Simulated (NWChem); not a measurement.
The numbers come from NWChem runs, not from measurements. System: C2H7OSi, charge 0, spin multiplicity 2, at a geometry optimised with UPBE0/def2-SVP. The structure started from a generated list of species. Its SCF solution wasn't tested for a lower state. Level: UHF/def2-TZVP.

The NWChem input:

```
start mol
memory heap 200 mb stack 900 mb global 1100 mb
geometry units angstroms nocenter noautoz noautosym
  C      1.532517    -0.856453    -0.041810
  Si    -0.006202     0.120036     0.402291
  C     -1.564724    -0.828851    -0.082338
  O      0.120002     1.562414    -0.452690
  H      2.443996    -0.295486     0.212628
  H      1.556617    -1.817745     0.493788
  H      1.549668    -1.062488    -1.125850
  H     -1.562459    -1.038212    -1.166280
  H     -2.483148    -0.270741     0.156509
  H     -1.609091    -1.789831     0.454225
  H     -0.575536     2.206506    -0.290678
end
basis spherical
  * library def2-tzvp
end
scf
  uhf
  nopen 1
  maxiter 100
  thresh 1e-7
  semidirect memsize 60000000 filesize 0
  # guess.movecs holds the orbitals of an unrestricted PBE0 run
  vectors input guess.movecs output mol.movecs
end
task scf energy
```

Part of the output:

```
             Northwest Computational Chemistry Package (NWChem) 7.3.0
             --------------------------------------------------------

                                NWChem Input Module
                                -------------------

 Scaling coordinates for geometry "geometry" by  1.889725989
 (inverse scale =  0.529177249)

                             Geometry "geometry" -> ""
                             -------------------------

 Output coordinates in angstroms (scale by  1.889725989 to convert to a.u.)

  No.       Tag          Charge          X              Y              Z
 ---- ---------------- ---------- -------------- -------------- --------------
    1 C                    6.0000     1.53251700    -0.85645300    -0.04181000
    2 Si                  14.0000    -0.00620200     0.12003600     0.40229100
    3 C                    6.0000    -1.56472400    -0.82885100    -0.08233800
    4 O                    8.0000     0.12000200     1.56241400    -0.45269000
    5 H                    1.0000     2.44399600    -0.29548600     0.21262800
    6 H                    1.0000     1.55661700    -1.81774500     0.49378800
    7 H                    1.0000     1.54966800    -1.06248800    -1.12585000
    8 H                    1.0000    -1.56245900    -1.03821200    -1.16628000
    9 H                    1.0000    -2.48314800    -0.27074100     0.15650900
   10 H                    1.0000    -1.60909100    -1.78983100     0.45422500
   11 H                    1.0000    -0.57553600     2.20650600    -0.29067800

 Effective nuclear repulsion energy (a.u.)     167.6922123445

            Nuclear Dipole moment (a.u.)
            ----------------------------
        X                 Y               Z
 ---------------- ---------------- ----------------
    -0.0000132281    -0.0000094486     0.0000151178


 Summary of "ao basis" -> "" (spherical)
 ------------------------------------------------------------------------------
       Tag                 Description            Shells   Functions and Types
 ---------------- ------------------------------  ------  ---------------------
 *                         def2-tzvp                  on all atoms

 Summary of "ao basis" -> "ao basis" (spherical)
 ------------------------------------------------------------------------------
       Tag                 Description            Shells   Functions and Types
 ---------------- ------------------------------  ------  ---------------------
 C                         def2-tzvp                11       31   5s3p2d1f
 Si                        def2-tzvp                13       37   5s5p2d1f
 O                         def2-tzvp                11       31   5s3p2d1f
 H                         def2-tzvp                 4        6   3s1p

                                 NWChem SCF Module
                                 -----------------

  ao basis        = "ao basis"
  functions       =   172
  atoms           =    11
  alpha electrons =    21
  beta  electrons =    20
  charge          =   0.00
  wavefunction    = UHF
  use symmetry    = F
  symmetry adapt  = F

 Summary of "ao basis" -> "ao basis" (spherical)
 ------------------------------------------------------------------------------
       Tag                 Description            Shells   Functions and Types
 ---------------- ------------------------------  ------  ---------------------
 C                         def2-tzvp                11       31   5s3p2d1f
 Si                        def2-tzvp                13       37   5s5p2d1f
[...]
   145     -0.621659   7 H  s               163     -0.448962  10 H  s
    36     -0.426944   2 Si s               139     -0.395218   6 H  s
   157     -0.389704   9 H  s               133     -0.286115   5 H  s

 Vector   22  Occ=0.000000D+00  E= 1.370273D-01
              MO Center= -1.1D+00,  9.8D-01,  1.0D-01, r^2= 6.7D+00
   Bfn.  Coefficient  Atom+Function         Bfn.  Coefficient  Atom+Function
  ----- ------------  ---------------      ----- ------------  ---------------
    73      3.102736   3 C  s               157     -1.414611   9 H  s
    49      1.059972   2 Si px              169     -0.940192  11 H  s
   163     -0.920290  10 H  s               104      0.852465   4 O  s
   151     -0.732428   8 H  s                 5     -0.702615   1 C  s
    12      0.507559   1 C  px               50     -0.508736   2 Si py

 Vector   23  Occ=0.000000D+00  E= 1.475580D-01
              MO Center=  4.7D-01, -9.2D-01,  1.6D-01, r^2= 9.2D+00
   Bfn.  Coefficient  Atom+Function         Bfn.  Coefficient  Atom+Function
  ----- ------------  ---------------      ----- ------------  ---------------
     5      5.626016   1 C  s                73      2.784795   3 C  s
    36     -2.526593   2 Si s               139     -1.525332   6 H  s
   133     -1.404624   5 H  s                50      1.392617   2 Si py
   145     -1.357000   7 H  s               163     -1.129230  10 H  s
    49     -0.910322   2 Si px              151     -0.834431   8 H  s

 center of mass
 --------------
 x =   0.01698011 y =   0.10139022 z =   0.03145387

 moments of inertia (a.u.)
 ------------------
         290.237282891986          -5.181144617910          -0.871674682126
          -5.181144617910         326.514965636815          31.535656267574
          -0.871674682126          31.535656267574         537.157003741278

  Mulliken analysis of the total density
  --------------------------------------

    Atom       Charge   Shell Charges
 -----------   ------   -------------------------------------------------------
    1 C    6     6.49   0.85  1.12  0.47  0.71  0.05  1.25  1.52  0.48  0.01  0.03  0.00
    2 Si  14    13.41   2.00  0.59  1.39  0.77  0.48  4.12  1.73  0.51  1.07  0.26  0.18  0.23  0.07
    3 C    6     6.49   0.85  1.12  0.47  0.71  0.05  1.24  1.52  0.48  0.01  0.03  0.00
    4 O    8     8.65   0.79  1.18  0.55  0.96  0.28  1.86  2.09  0.92  0.00  0.02  0.00
    5 H    1     0.88   0.26  0.48  0.11  0.02
    6 H    1     0.89   0.26  0.49  0.12  0.02
    7 H    1     0.88   0.26  0.48  0.12  0.02
    8 H    1     0.88   0.26  0.48  0.11  0.02
    9 H    1     0.89   0.26  0.49  0.12  0.02
   10 H    1     0.88   0.26  0.49  0.12  0.02
   11 H    1     0.66   0.24  0.33  0.03  0.05

  Mulliken analysis of the alpha density
  --------------------------------------

    Atom       Charge   Shell Charges
 -----------   ------   -------------------------------------------------------
    1 C    6     3.25   0.43  0.56  0.24  0.36  0.02  0.63  0.76  0.23  0.01  0.02  0.00
    2 Si  14     7.15   1.00  0.29  0.69  0.43  0.34  2.07  0.86  0.29  0.70  0.21  0.10  0.13  0.04
    3 C    6     3.26   0.43  0.56  0.24  0.36  0.02  0.63  0.77  0.23  0.01  0.02  0.00
    4 O    8     4.34   0.40  0.59  0.28  0.48  0.14  0.95  1.06  0.45  0.00  0.01  0.00
    5 H    1     0.44   0.13  0.24  0.05  0.01
    6 H    1     0.44   0.13  0.24  0.06  0.01
    7 H    1     0.45   0.13  0.25  0.06  0.01
    8 H    1     0.45   0.13  0.25  0.06  0.01
    9 H    1     0.44   0.13  0.24  0.06  0.01
   10 H    1     0.44   0.13  0.24  0.06  0.01
   11 H    1     0.33   0.12  0.17  0.02  0.02

   Mulliken analysis of the beta density
   -------------------------------------

    Atom       Charge   Shell Charges
 -----------   ------   -------------------------------------------------------
    1 C    6     3.24   0.43  0.56  0.23  0.35  0.03  0.62  0.75  0.25  0.01  0.02  0.00
    2 Si  14     6.26   1.00  0.29  0.70  0.34  0.15  2.05  0.87  0.22  0.37  0.05  0.09  0.10  0.04
    3 C    6     3.24   0.43  0.56  0.23  0.35  0.03  0.61  0.75  0.25  0.01  0.02  0.00
    4 O    8     4.31   0.40  0.59  0.27  0.48  0.14  0.91  1.03  0.47  0.00  0.01  0.00
    5 H    1     0.44   0.13  0.24  0.05  0.01
    6 H    1     0.44   0.13  0.24  0.06  0.01
    7 H    1     0.43   0.13  0.24  0.05  0.01
    8 H    1     0.43   0.13  0.24  0.05  0.01
    9 H    1     0.44   0.13  0.25  0.06  0.01
   10 H    1     0.44   0.13  0.24  0.06  0.01
   11 H    1     0.33   0.12  0.17  0.02  0.02

   Mulliken analysis of the spin density
   -------------------------------------

    Atom       Charge   Shell Charges
 -----------   ------   -------------------------------------------------------
    1 C    6     0.01   0.00 -0.00  0.01  0.00 -0.01  0.01  0.01 -0.01  0.00  0.00  0.00
    2 Si  14     0.89   0.00  0.00 -0.01  0.09  0.19  0.02 -0.01  0.07  0.33  0.16  0.01  0.03 -0.00
    3 C    6     0.02   0.00 -0.00  0.01  0.01 -0.02  0.02  0.02 -0.02  0.00  0.00  0.00
    4 O    8     0.04   0.00 -0.00  0.00  0.00 -0.00  0.04  0.02 -0.03  0.00 -0.00  0.00
    5 H    1    -0.00  -0.00 -0.00 -0.00  0.00
    6 H    1    -0.00  -0.00 -0.00  0.00  0.00
    7 H    1     0.02   0.00  0.01  0.01  0.00
    8 H    1     0.02   0.00  0.01  0.01  0.00
    9 H    1    -0.00  -0.00 -0.00 -0.00  0.00
   10 H    1    -0.00  -0.00 -0.00  0.00  0.00
   11 H    1    -0.00  -0.00 -0.00 -0.00 -0.00

       Multipole analysis of the density wrt the origin
       ------------------------------------------------

     L   x y z        total         alpha         beta         nuclear
     -   - - -        -----         -----         ----         -------
     0   0 0 0      0.000000    -21.000000    -20.000000     41.000000

     1   1 0 0     -0.462902     -0.182435     -0.280453     -0.000013
     1   0 1 0     -0.120646     -0.281098      0.160461     -0.000009
     1   0 0 1      0.139003     -0.919558      1.058545      0.000015

     2   2 0 0    -24.420747   -104.669566   -102.671527    182.920346
     2   1 1 0     -2.422135     -1.408080     -1.379067      0.365011
     2   1 0 1      0.397522     -0.313648     -0.476900      1.188070
     2   0 2 0    -23.474552    -87.868544    -85.582115    149.976108
     2   0 1 1      0.541362      7.396050      8.886706    -15.741394
     2   0 0 2    -26.121848    -29.504078    -22.288073     25.670303

 Task  times  cpu:       92.7s     wall:       92.7s

 Total times  cpu:       92.7s     wall:       92.7s
```
